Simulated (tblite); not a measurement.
Compound: C6H7FP2S.
Cartesian coordinates in Å at the GFN2-xTB level; atoms count from 1:
```
atom  x, y, z in Å
C1    -2.7641    1.0449   -0.6365
S2    -1.7786   -0.4590   -0.4374
C3    -0.1715    0.1567   -0.0363
P4     0.0053    1.8978    0.0494
C5     1.6839    2.0521    0.4528
F6     2.0530    3.3598    0.5742
P7     2.9745    0.9297    0.7302
C8     2.1265   -0.5658    0.4922
C9     0.8095   -0.8240    0.1740
C10    0.3879   -2.2584    0.0384
H11   -2.3584    1.6499   -1.4444
H12   -2.7756    1.6076    0.2942
H13   -3.7671    0.7114   -0.8858
H14    2.7618   -1.4348    0.6215
H15   -0.0006   -2.4416   -0.9631
H16    1.2194   -2.9327    0.2236
H17   -0.4128   -2.4815    0.7432
```

All values are computed: GFN2-xTB (tblite) harmonic vibrations without scaling, gas phase. Against measured fundamentals such values can be off by several per cent, at times by over 20. One conformer, not necessarily the lowest.

Harmonic wavenumbers (cm⁻¹): 55.1, 88.5, 99.9, 166.8, 179.2, 222.8, 249.2, 258.8, 290.5, 302.8, 310.2, 323.0, 385.3, 398.5, 524.6, 555.0, 565.6, 616.3, 734.9, 811.1, 859.0, 920.3, 933.8, 954.0, 1012.8, 1021.7, 1052.3, 1065.2, 1079.5, 1238.4, 1313.3, 1401.1, 1405.6, 1427.0, 1435.9, 1445.6, 1465.4, 1487.2, 3000.2, 3007.7, 3011.0, 3015.1, 3032.8, 3047.5, 3051.7.

A = 1341, B = 677.7, C = 452.8 MHz; mass 191.973 u (most abundant isotopes); point group Cs, symmetry number 1.

Task: What is the zero-point energy?

Result: Half the sum of the wavenumbers: 24911 cm⁻¹ = 298.00 kJ/mol.

Task: Give the ideal-gas entropy at 298.15 K and 1 bar in the rigid-rotor, harmonic-oscillator model (classical rotation).

Result: Translation 174.42, rotation 129.85, vibration 138.33: S = 442.6 J/(mol K).

Task: And Cp and H(298.15 K) − H(0)?

Result: Cp = 179.44 J/(mol K), of which vibrations give 146.18 (their classical limit is 45 R = 374.2); H(298.15 K) − H(0) = 32.56 kJ/mol without the zero-point energy, 22.64 from vibrations.

Task: What must be added to the electronic energy to get the Gibbs energy at 298.15 K and 1 bar?

Result: ZPE + [H(298.15 K) − H(0)] − T·S = 298.00 + 32.56 − 131.96 = 198.60 kJ/mol.

Task: Blend soft modes into free rotors: weight 1/[1 + (100 cm⁻¹/ν̃)⁴] for the oscillator and the rest for a rotor with moment μB/(μ + B), μ = h/(8π²ν), B = 10⁻⁴⁴ kg m². What vibrational entropy results?

Result: 130.77 J/(mol K) in place of 138.33, which changes −T·S at 298.15 K by +2.25 kJ/mol.

Hindered rotation and anharmonicity are outside this model. Other conformers, if any are populated, would add a mixing term that is left out.
